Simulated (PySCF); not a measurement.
Compound: C7H5FO2.
Cartesian coordinates in Å at the PBE0-D3(BJ)/def2-SVP level; atoms count from 1:
```
atom  x, y, z in Å
C1     3.998   -0.147    0.091
C2     2.788   -0.094    0.026
C3     1.373   -0.028   -0.052
C4     0.574   -0.940    0.531
O5    -0.786   -0.908    0.466
C6    -1.272    0.097   -0.346
C7    -2.752    0.019   -0.494
F8    -3.214    1.032   -1.281
C9    -0.486    1.005   -0.923
O10    0.875    1.039   -0.773
H11    5.070   -0.193    0.151
H12    0.968   -1.781    1.098
H13   -3.030   -0.954   -0.940
H14   -3.226    0.076    0.503
H15   -0.879    1.790   -1.565
```

Level: CAM-B3LYP/def2-SVPD in PySCF, non-relativistic, on one gas-phase PBE0-D3(BJ)/def2-SVP geometry that isn't relaxed in the solvent. The solvent is an IEF-PCM continuum (cavity from Bondi-type radii × 1.2), and excitations are vertical TDDFT with non-equilibrium linear response and a frozen core. Only the electrostatic response of the medium enters.

Gas-phase singlets (H = HOMO, L = LUMO):

```json
{"state": "S1", "E (eV)": "3.764", "λ (nm)": "329", "f": "0.018", "leading configurations": "H→L 95%"}
{"state": "S2", "E (eV)": "4.782", "λ (nm)": "259", "f": "0.003", "leading configurations": "H→L+1 83%"}
{"state": "S3", "E (eV)": "5.587", "λ (nm)": "222", "f": "0.005", "leading configurations": "H→L+2 45%, H→L+6 13%"}
{"state": "S4", "E (eV)": "5.935", "λ (nm)": "209", "f": "0.006", "leading configurations": "H-2→L 76%"}
{"state": "S5", "E (eV)": "5.973", "λ (nm)": "208", "f": "0.125", "leading configurations": "H-1→L 69%"}
```

Q: What are the lowest 5 singlets in chloroform (ε = 4.711)?

A: 
```tsv
state	E (eV)	λ (nm)	f	leading configurations	change by rank (eV)
S1	3.760	330	0.027	H→L 96%	-0.004
S2	4.770	260	0.004	H→L+1 86%	-0.012
S3	5.594	222	0.007	H→L+2 51%, H→L+6 12%	+0.007
S4	5.959	208	0.218	H-1→L 74%	+0.024
S5	6.008	206	0.011	H-2→L 80%	+0.035
```

Q: Give the list for water (ε = 78.36), n² = 1.78.

A: 
```json
{"state": "S1", "E (eV)": "3.779", "λ (nm)": "328", "f": "0.026", "leading configurations": "H→L 96%", "change by rank (eV)": "+0.015"}
{"state": "S2", "E (eV)": "4.769", "λ (nm)": "260", "f": "0.004", "leading configurations": "H→L+1 86%", "change by rank (eV)": "-0.013"}
{"state": "S3", "E (eV)": "5.601", "λ (nm)": "221", "f": "0.006", "leading configurations": "H→L+2 53%, H→L+6 12%", "change by rank (eV)": "+0.014"}
{"state": "S4", "E (eV)": "5.988", "λ (nm)": "207", "f": "0.195", "leading configurations": "H-1→L 75%", "change by rank (eV)": "+0.053"}
{"state": "S5", "E (eV)": "6.042", "λ (nm)": "205", "f": "0.010", "leading configurations": "H-2→L 79%", "change by rank (eV)": "+0.069"}
```

Q: How do the frontier levels move from gas to water?

A: 
```
orbital  gas (eV)  solvent (eV)  change (eV)
 LUMO+2      1.38          1.45        +0.07
 LUMO+1      1.02          1.02         0.00
   LUMO     -0.05          0.00        +0.05
   HOMO     -7.11         -7.10        +0.01
 HOMO-1     -9.07         -9.06        +0.01
 HOMO-2     -9.95        -10.04        -0.09
 HOMO-3    -11.03        -11.05        -0.02
```

The HOMO–LUMO gap goes from 7.07 to 7.10 eV.

Cost: about 1.8 min of CPU time on one thread; the machine was shared, so the figure is rough. This is the whole response run at CAM-B3LYP/def2-SVPD in water, SCF included.
